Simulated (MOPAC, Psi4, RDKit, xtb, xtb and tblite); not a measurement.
Two geometries of SMILES N[SiH2][SiH2]O[SiH3], relaxed at GFN2-xTB with one dihedral held; other torsions can differ between them too.

Structure A

```
14

N     -3.0088    -0.0757    -0.1121
Si    -1.4412     0.6314    -0.2765
Si     0.0416    -1.1057    -0.0583
O      1.4583    -0.6449    -0.7153
Si     2.7522     0.1766    -1.2124
H     -3.8115     0.5298    -0.0576
H     -3.2441    -0.8942    -0.6493
H     -1.4211     1.6368     0.7977
H     -1.2812     1.4193    -1.5226
H     -0.2675    -2.3421    -0.7945
H      0.3797    -1.4985     1.3167
H      2.7476     1.4783    -0.5441
H      2.6189     0.3156    -2.6615
H      3.9162    -0.6225    -0.8366
```

Structure B

```
14

N     -3.0006    -0.1462    -0.0773
Si    -1.4568     0.6020    -0.2691
Si     0.1454    -1.0356    -0.1048
O     -0.3756    -2.3752    -0.8806
Si    -1.3677    -3.4514    -1.5530
H     -3.8378     0.4143    -0.0803
H     -3.1765    -1.0266    -0.5346
H     -1.4178     1.5931     0.8146
H     -1.3537     1.3901    -1.5197
H      0.4766    -1.5146     1.2423
H      1.4066    -0.7330    -0.7927
H     -2.0100    -2.8030    -2.7001
H     -2.3724    -3.8305    -0.5571
H     -0.5236    -4.5729    -1.9497
```

**Question.** Which is lower in energy at the level B3LYP-D3(BJ)/def2-TZVP // GFN2-xTB run with Psi4, and by how much?

**Answer.** B is lower, by 0.90 kcal/mol (dihedral N1–Si2–Si3–O4: 160° in A, 40° in B).

E(B) − E(A) in kcal/mol at the other levels, on the same two geometries: GFN2-xTB (xtb and tblite) 0.74; MMFF94 // GFN2-xTB (RDKit) -4.29; B3LYP/def2-TZVP // GFN2-xTB (Psi4) -0.17; PBE/def2-TZVP // GFN2-xTB (Psi4) -0.40; PBE-D3(BJ)/def2-TZVP // GFN2-xTB (Psi4) -0.82; UFF // GFN2-xTB (RDKit) -5.66; AM1, restricted, heats of formation // GFN2-xTB (MOPAC) -1.07; PM3, restricted, heats of formation // GFN2-xTB (MOPAC) -2.08; GFN1-xTB // GFN2-xTB (xtb) -0.23.
